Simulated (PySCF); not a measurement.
**Dipole response of Nb (niobium, neutral)**

[Kr] 4d3 5s2, high-spin 4F determinant (an excited configuration). Calculation: PySCF 2.14, in aug-cc-pVTZ-PP with ECP28MDF (6s6p5d3f2g, 88 functions); a scalar-relativistic core potential. Coupled (time-dependent) response in atomic units; α is the mean over directions.

| method | mean α (bohr³) | C₆ (like pair) | S(−4) |
| --- | --- | --- | --- |
| UHF | 164.0 | 2077 | 61800 |
| PBE | 104.8 | 1360 | 5420 |
| PBE0 | 110.8 | 1456 | 6338 |

S(−4) is the Cauchy moment in α(ω) = α(0) + S(−4) ω² + …

Spin-orbit coupling is absent.

α(iu) at PBE0:

```csv
u (hartree),α(iu) (bohr³)
0,110.8
0.0500,97.76
0.100,74.94
0.200,42.50
0.300,26.87
0.500,14.22
0.750,8.454
1.00,5.802
1.50,3.322
2.00,2.165
3.00,1.120
5.00,0.4494
```

A single London oscillator, α(iu) = α/(1 + u²/ω²), gives C₆ = (3/4) ω α². Matching the computed C₆ needs ω = 4 × 1456 / (3 × 110.8²) = 0.158 hartree.

Energies and moments cover only the electrons outside the core potential.
